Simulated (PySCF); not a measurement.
Calculation: PySCF with PBE-D3(BJ)/def2-TZVP // r2SCAN-D4/def2-TZVP. Gas-phase values, no solvent. 

Reference species (SMILES): `[InH2][F]` (neutral, multiplicity 1).

```json
{
 "LUMO": "-2.55 eV",
 "HOMO–LUMO gap": "4.73 eV"
}
```

Changed species: `[F][InH][F]` (2 of 3 H replaced by F; the reference has 1 of 3 H replaced by F).

Q: Give the shifts of the LUMO and HOMO–LUMO gap.

A: the LUMO drops by 0.24 eV, to -2.79 eV; the HOMO–LUMO gap increases by 0.72 eV, to 5.45 eV.
